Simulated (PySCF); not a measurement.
A structure optimised at B3LYP-D3(BJ)/def2-SVP, used in a PySCF frequency run:

```xyz
8

Al     0.1002    -1.3762     0.0000
I     -0.0466     1.1190     0.0000
C     -1.4934    -2.4789     0.0000
H     -2.1150    -2.2680     0.8860
H     -1.2348    -3.5493     0.0000
H     -2.1150    -2.2680    -0.8860
O      1.6383    -2.1013     0.0000
H      2.4856    -1.6461     0.0000
```

### Question
Write its SMILES, formula and point group.

### Answer
[CH3][Al]([OH])[I], CH₄AlIO, Cs

### Question
What are its rotational constants (standard atomic weights)?

### Answer
5.7316, 1.3410, 1.0942 GHz
